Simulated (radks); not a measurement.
Results of a calculation; reference values are marked as such.
Problem. Pm XLI, 21 electrons, occupied as [Ar] 3d3. Level of theory: scalar-relativistic Kohn-Sham, exchange-only LDA, spin-polarised, spherical densities, point nucleus; open shells are filled with parallel spins first (spin-orbit coupling, left out, can overturn this in heavy ions) (a radial shooting solver on a logarithmic mesh with Libxc functionals). Some entries of the table are withheld. Estimate them.

orbital,occ.,eigenvalue (hartree),<r> (bohr)
1s up,1,-1733.498,0.02319
1s down,1,-1733.484,0.02319
2s up,1,-347.5499,0.09838
2s down,1,-347.0542,0.09831
2p up,3,-319.3455,0.08649
2p down,3,-318.9553,0.08639
3s up,1,(1),0.2450
3s down,1,(2),0.2454
3p up,3,-118.1965,0.2397
3p down,3,-117.6430,0.2403
3d up,3,(3),0.2130
3d down,0,(4),0.2136

Solution. 
(1) 3s up eigenvalue (hartree): -126.9371
(2) 3s down eigenvalue (hartree): -126.3974
(3) 3d up eigenvalue (hartree): -107.8709
(4) 3d down eigenvalue (hartree): -107.1899
